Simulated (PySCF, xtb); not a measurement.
C2H4F2, SMILES CC(F)F (connectivity only; charge and spin as stated), charge +1, multiplicity 2.

Harmonic wavenumbers (cm⁻¹) from GFN2-xTB (xtb) at its own minimum, in rising order: 72, 333, 452, 515, 825, 926, 937, 996, 1022, 1105, 1136, 1167, 1249, 1353, 2343, 2767, 3000, 3009.

Task: What does PBE-D3(BJ)/def2-SVP (PySCF) give at its own minimum? (Estimate from the structure and the level; the computed values follow.)

Result: 191, 329, 338, 471, 624, 860, 868, 937, 1083, 1184, 1231, 1244, 1323, 1380, 2515, 2896, 3097, 3166. Paired by order, the mean absolute difference is 91 cm⁻¹ and the zero-point energies are 33.2 and 33.9 kcal/mol.
